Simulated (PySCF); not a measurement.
C2H4N3, SMILES [nH]1[nH+]cnc1, charge +1.

Geometry optimised at PBE0-D3(BJ)/def2-SVP. The isomer is the one that the SMILES or the coordinates give; other isomers of the formula were not compared.

Two levels are set side by side: PBE/def2-TZVP (PySCF) and HF/def2-TZVP (PySCF). Same geometry, gas phase. Differences are taken from unrounded values.

```csv
quantity,HF,PBE,PBE minus HF
orbital gap (eV),14.84,4.93,-9.92
highest occupied level (eV),-17.55,-12.72,4.83
lowest empty level (eV),-2.71,-7.80,-5.09
mean polarisability (bohr³),34.6,36.8,2.2
```

PBE's occupied levels lie high since its potential decays too fast outside the molecule; exact exchange lowers them and widens the gap. Loosely held outer electrons make PBE densities more polarisable. Differences between two approximate levels are no errors against the true value.

Rough cost on one machine, each run with all the roots and properties that it gave: HF against PBE about 1/4.
